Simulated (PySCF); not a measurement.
Dipole response of S (sulfur, neutral)

[Ne] 3s2 3p3 4s1, high-spin 5S determinant (an excited configuration). All numbers are calculated (PySCF 2.14, the non-relativistic Hamiltonian (point nucleus), in aug-cc-pwCVQZ). Coupled (time-dependent) response in atomic units; α is the mean over directions.

```json
{"method": "PBE0", "mean α (bohr³)": "394.2", "C₆ (like pair)": "5198", "S(−4)": "215600"}
```

S(−4) is the Cauchy moment in α(ω) = α(0) + S(−4) ω² + …

α(iu) at PBE0:

```
u (hartree)  α(iu) (bohr³)
          0          394.2
     0.0500          170.2
      0.100          68.60
      0.200          26.21
      0.300          16.17
      0.500          9.148
      0.750          5.541
       1.00          3.696
       1.50          1.964
       2.00          1.221
       3.00         0.6188
       5.00         0.2684
```

A single London oscillator, α(iu) = α/(1 + u²/ω²), gives C₆ = (3/4) ω α². Matching the computed C₆ needs ω = 4 × 5198 / (3 × 394.2²) = 0.0446 hartree.

The outer electron is Rydberg-like, and this basis confines it to a smaller radius and binds it less than a complete one would.
